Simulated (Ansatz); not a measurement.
The cluster CdCl2, 3 atoms. Hardware: 4 threads of Arm Neoverse V2 on a shared host.

In the def2 sets Cd takes a core potential; there is no spin–orbit coupling. Correlated methods freeze 10 core orbitals; core or outer-core shells of Cd are correlated, in sets that lack core-valence functions.

Task: How many basis functions does each of these Ansatz runs have, and roughly what does it cost? PBE-D4/def2-TZVP, charge 1 doublet at the geometry of the charge 0 singlet, energy, from earlier orbitals; r2SCANh-D4/def2-TZVP, charge 0 triplet, energy, from earlier orbitals; r2SCAN-D4/def2-TZVP, charge 0 singlet, relaxation, 3 steps; r2SCANh-D4/def2-TZVP, charge 0 quintet, energy, from earlier orbitals; PBE0-D4/def2-TZVPD, charge 0 singlet, energy, from earlier orbitals; PBE0-D4/def2-TZVP, charge 0 unrestricted singlet, energy, from earlier orbitals; MP2/def2-TZVP, charge 0 triplet, energy, from earlier orbitals; HSE06-D4/def2-TZVP, charge 0 singlet, energy, from earlier orbitals; r2SCAN-D4/def2-TZVP, charge 0 quintet, energy, from earlier orbitals; MP2/def2-TZVP, charge 0 singlet, energy, from earlier orbitals; r2SCANh-D4/def2-TZVP, charge 0 singlet, energy, from earlier orbitals; PBE-D4/def2-TZVPD, charge 0 singlet, energy, from earlier orbitals.

Result: Other jobs shared the machine, so times can vary by a factor of up to 3. A dash marks memory too small to be measured apart from the calling script's.

```
                                                                                                      run  functions  fitting or Cholesky vectors  wall time  peak host memory (GiB)
                                           MP2/def2-TZVP, charge 0 singlet, energy, from earlier orbitals        114                          794     0.55 s                       –
                                       PBE-D4/def2-TZVPD, charge 0 singlet, energy, from earlier orbitals        132                          929     0.85 s                       –
                                      HSE06-D4/def2-TZVP, charge 0 singlet, energy, from earlier orbitals        114                          956      0.9 s                       –
                                      PBE0-D4/def2-TZVPD, charge 0 singlet, energy, from earlier orbitals        132                         1036      1.1 s                       –
                                           MP2/def2-TZVP, charge 0 triplet, energy, from earlier orbitals        114                          796      1.2 s                       –
                                    r2SCANh-D4/def2-TZVP, charge 0 singlet, energy, from earlier orbitals        114                          881      1.9 s                       –
                          PBE0-D4/def2-TZVP, charge 0 unrestricted singlet, energy, from earlier orbitals        114                          956      2.2 s                       –
                                    r2SCANh-D4/def2-TZVP, charge 0 triplet, energy, from earlier orbitals        114                          881      3.4 s                       –
                                               r2SCAN-D4/def2-TZVP, charge 0 singlet, relaxation, 3 steps        114                          881      3.7 s                       –
PBE-D4/def2-TZVP, charge 1 doublet at the geometry of the charge 0 singlet, energy, from earlier orbitals        114                          881      4.6 s                       –
                                     r2SCAN-D4/def2-TZVP, charge 0 quintet, energy, from earlier orbitals        114                          881      8.5 s                       –
                                    r2SCANh-D4/def2-TZVP, charge 0 quintet, energy, from earlier orbitals        114                          881       18 s                       –
```
